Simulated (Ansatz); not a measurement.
C2H10BNSi can be A, `CBNC[SiH3]`, or B, `CCBN[SiH3]`.

Gas-phase electronic energies from Ansatz, PBE0-D4/def2-TZVP geometries. CCSD(T)/CBS is the MP2 limit (def2-TZVPP, def2-QZVPP) plus CCSD(T) − MP2 in def2-TZVPP, frozen cores. DFT in def2-TZVPP. B3LYP here is the variant with VWN-RPA as its local correlation; programs differ in this. Each species was taken in one conformer, which may not be the lowest.

Q: Which is lower in electronic energy at CCSD(T)/CBS, and by how much? (Estimate.)

A: Computed: B, by 18.2 kcal/mol.

Q: Give E(B) − E(A) in kcal/mol with r2SCAN-D4, CCSD/def2-TZVPP, HF/def2-TZVPP, B3LYP, ωB97M-V, B3LYP-D4, B2PLYP. (Estimate.)

A: The calculation gave: r2SCAN-D4 -16.8, CCSD/def2-TZVPP -18.5, HF/def2-TZVPP -20.7, B3LYP -16.9, ωB97M-V -17.3, B3LYP-D4 -16.7, B2PLYP -17.8. None reverses the order clearly.

Largest T1 diagnostic: 0.012.

In def2-TZVPP, CCSD(T) changes the Hartree–Fock value by +2.7 kcal/mol (the triples alone add +0.5 kcal/mol) and MP2 by +1.9 kcal/mol. From PBE to PBE0 (25 % exact exchange), in def2-TZVPP and without D4, E(B) − E(A) moves by −1.5 kcal/mol.
